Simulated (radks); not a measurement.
Spherical jellium clusters: N electrons in a uniform positive sphere of charge N and radius rs N^(1/3), rs = 3.62 bohr. Calculated with a radial shooting solver with Libxc functionals: non-relativistic Kohn-Sham, LDA (Slater exchange, Perdew-Wang correlation), spin-polarised, spherical densities. Levels are named by radial order and angular momentum (1s, 1p, 1d, 2s, ...), and open shells are averaged over m.

N = 19, configuration 1s2 1p6 1d10 2s(up 1, down 0). This is the lowest configuration that the search found. Occupied and some empty levels:

| level | occupation | eigenvalue (eV) | <r> (bohr) |
|---|---|---|---|
| 1s up | 1 | -5.7225 | 5.819 |
| 1s down | 1 | -5.5636 | 6.118 |
| 1p up | 3 | -4.6850 | 7.127 |
| 1p down | 3 | -4.6231 | 7.189 |
| 1d up | 5 | -3.4594 | 8.024 |
| 1d down | 5 | -3.4179 | 8.029 |
| 2s up | 1 | -3.0763 | 6.760 |
| 2s down | 0 | -2.7781 | 6.933 |
| 1f up | 0 | -2.0725 | 8.860 |
| 1f down | 0 | -2.0324 | 8.855 |
| 2p up | 0 | -1.5300 | 8.680 |
| 2p down | 0 | -1.4082 | 8.954 |
| 1g up | 0 | -0.59817 | 9.918 |
| 1g down | 0 | -0.55712 | 9.931 |

Energy (eV): total -35.0547, kinetic 38.607, external -1199.9, Hartree 591.01, exchange-correlation -74.939, background 610.17.
